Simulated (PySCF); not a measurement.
## Spin states of RbMg

Unrestricted PBE0; Rb def2-SVP with ECP28, Mg def2-SVP; scalar-relativistic core potentials (PySCF 2.14). Outer shells of the fragments: Rb 5s1; Mg 3s2.

Followed along the bond (rough minima from three points):

```json
{"2Ms+1": "2", "unpaired": "σ ↑", "⟨S²⟩ at the start": "0.76", "R at minimum (Å)": "4.13", "Te (eV)": "0.00"}
{"2Ms+1": "2", "unpaired": "π ↑", "⟨S²⟩ at the start": "0.76", "R at minimum (Å)": "3.45", "Te (eV)": "0.80"}
{"2Ms+1": "4", "unpaired": "σ ↑↑, π ↑", "⟨S²⟩ at the start": "3.75", "R at minimum (Å)": "3.95", "Te (eV)": "2.34"}
```

Solutions found at the starting distance of 3.415 Å, counted from the lowest of them; the search is not exhaustive and high or unbound solutions are not listed, so other states can lie among these:

```csv
2Ms+1,unpaired,term,E (eV),⟨S²⟩,⟨Lz²⟩,μ (D)
2,σ ↑,²Σ⁺,0.00,0.76,0.00,-1.80
2,π ↑,²Π,0.64,0.76,1.01,-8.02
2,δ ↑,²Δ,2.28,0.75,4.00,1.81
4,"σ ↑↑, π ↑",⁴Π,2.29,3.75,1.00,-5.33
4,"σ ↑, π ↑↑",⁴Σ⁻,2.77,3.75,0.00,-9.09
2,"σ ↑↑, π ↓",mixed,2.96,1.75,1.01,-5.20
4,σ ↑↑↑,⁴Σ⁺,3.08,3.75,0.00,3.66
2,"σ ↑, π ↑↓",mixed,3.39,1.75,2.01,-8.06
2,σ ↑,mixed,3.79,0.95,2.00,-5.70
4,"σ ↑, π ↑↑",mixed,4.30,3.75,2.00,5.47
4,"σ ↑↑, δ ↑",⁴Δ,4.67,3.75,4.00,1.46
```

A term symbol is given only where ⟨S²⟩ and ⟨Lz²⟩ are close to those of a pure state; real π, δ and φ orbitals otherwise mix terms. A positive dipole means Rb(−)Mg(+).

Problem. Compare the gap between the two lowest followed solutions at the starting distance with the gap between their minima.

Solution. At PBE0 the second solution (doublet, unpaired electrons π ↑) lies +0.64 eV from the first (doublet, unpaired electrons σ ↑) at 3.415 Å and +0.80 eV at the minima; the two curves relax by different amounts, since their minima lie near 3.45 and 4.13 Å.

Spin–orbit coupling is left out. Counting both spins, an empty level lies below a filled one in some of these solutions, because spin and occupation are held.
